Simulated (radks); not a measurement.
Values are calculated unless marked as measured or tabulated.
Species: Re15+. Configuration: [Kr] 4d10 4f12 5s2 (the NIST ground configuration). Level of theory: non-relativistic Kohn-Sham, LB94 model potential, spin-polarised, spherical densities, point nucleus; open shells are filled with parallel spins first (spin-orbit coupling, left out, can overturn this in heavy ions); relativity is left out, which matters for an element this heavy (a radial shooting solver on a logarithmic mesh with Libxc functionals).

Radial electron density D(r) = 4 pi r^2 rho(r):

r (bohr)  D(r) (e/bohr)    spin D(r)
0.002218          13.41    0.0000146
0.002541          16.77    0.0000182
0.002911          20.82    0.0000225
0.003309          25.35    0.0000271
0.003791          30.96    0.0000326
0.004343          37.42    0.0000387
0.004936          44.24    0.0000446
0.005656          52.18    0.0000507
0.006479          60.61    0.0000559
0.007423          69.19    0.0000589
0.008437          77.01    0.0000585
0.009666          84.51    0.0000526
0.01107           90.58    0.0000387
0.01259           94.48    0.0000160
0.01442           96.36   -0.0000208
0.01652           95.89   -0.0000722
0.01878           93.74    -0.000134
0.02151           90.64    -0.000211
0.02465           88.22    -0.000290
0.02824           88.23    -0.000354
0.03209           91.73    -0.000373
0.03677           99.59    -0.000294
0.04212           110.7   0.00000129
0.04788           121.7     0.000686
0.05485           130.7      0.00233
0.06284           133.8      0.00594
0.07142           130.2       0.0131
0.08183           121.4       0.0286
0.09375           112.3       0.0597
0.1074            108.2        0.119
0.1221            111.1        0.218
0.1399            118.4        0.395
0.1602            122.8        0.676
0.1821            118.2         1.06
0.2086            102.7         1.61
0.239             82.92         2.27
0.2717            69.29         2.94
0.3113            65.84         3.58
0.3566            70.97         4.02
0.4086            75.77         4.13
0.4643            73.03         3.91
0.532             61.15         3.37
0.6095            44.42         2.63
0.6927            29.49         1.90
0.7936            17.68         1.20
0.9093            10.24        0.667
1.033             5.961        0.329
1.184             3.106        0.128
1.356             1.380       0.0384
1.554            0.4861      0.00812
1.766            0.1394      0.00115
2.024           0.02650    0.0000192
2.318          0.003399   -0.0000197
2.635         0.0003269  -0.00000374

D(r) has 4 maxima, at r = 0.0150, 0.0623, 0.162, 0.418 bohr, and minima at 0.0265, 0.108, 0.304 bohr, inside which lie 1.95, 11.51, 30.54 electrons.
